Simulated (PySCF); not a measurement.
All values below come from PySCF with TPSSh-D3(BJ)/def2-TZVP // B3LYP-D3(BJ)/def2-SVP. Gas-phase values, no solvent. One relaxed conformer stands for a flexible species; it need not be the lowest. Delta-SCF ions had no search for a lower state. Excitations are Tamm–Dancoff values on a coarser integration grid. The basis has no diffuse functions, so Rydberg states are missing or too high.

Reference species (SMILES): `Bc1c(F)cc2cccccc1-2` (neutral, multiplicity 1).

```json
{
 "T1 excitation (TDA)": "2.34 eV",
 "vertical ionisation energy (Delta-SCF)": "7.86 eV",
 "LUMO": "-2.76 eV"
}
```

Changed species: `Bc1ccc(F)cc2cccc1-2`.

**Question.** Predict the effect on the T1 excitation (TDA), vertical ionisation energy (Delta-SCF) and LUMO.

**Answer.** the T1 excitation (TDA) decreases by 0.98 eV, to 1.36 eV; the vertical ionisation energy (Delta-SCF) falls by 0.45 eV, to 7.41 eV; the LUMO drops by 0.57 eV, to -3.33 eV.
